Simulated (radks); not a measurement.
Effect of the nuclear size on the holmium ion Ho+, [Xe] 4f11 6s1. Method: Dirac Kohn-Sham, relativistic LDA (MacDonald-Vosko exchange, VWN5 correlation), spin-unpolarised, spherical densities, finite nucleus; open shells are shared between the two j in proportion to 2j + 1; Fermi nuclear charge, rms radius 5.2022 fm; computed with a radial shooting solver on a logarithmic mesh with Libxc functionals. The rms radius is varied about that value; shifts are against it.

rms radius (fm)  total energy shift (eV)  density at nucleus (e/bohr^3)  1s1/2 shift (meV)  2s1/2 shift (meV)  4p1/2 shift (meV)  5s1/2 shift (meV)  5p1/2 shift (meV)  6s1/2 shift (meV)  6p1/2 (empty) shift (meV)
4.4219                             -7.89                      8.315e+05              -3220               -426              0.251              -3.37              0.216             -0.287                      0.082
4.8953                             -3.21                      8.081e+05              -1310               -173              0.102              -1.37              0.088             -0.117                      0.033
5.2022                                 0                      7.945e+05              0.000              0.000              0.000              0.000              0.000              0.000                      0.000
5.4779                              3.01                      7.831e+05               1230                162             -0.095               1.29             -0.082              0.110                     -0.031
6.3779                              13.6                      7.503e+05               5540                733             -0.427               5.81             -0.371              0.495                     -0.141

Slopes of the eigenvalues against <r^2> in GHz/fm^2, as finite differences over the two radii next to the reference (eigenvalue slopes, not the field-shift constants of lines): 1s1/2 101000, 2s1/2 13400, 4p1/2 -7.88, 5s1/2 106, 5p1/2 -6.81, 6s1/2 9.07, 6p1/2 (empty) -2.59.
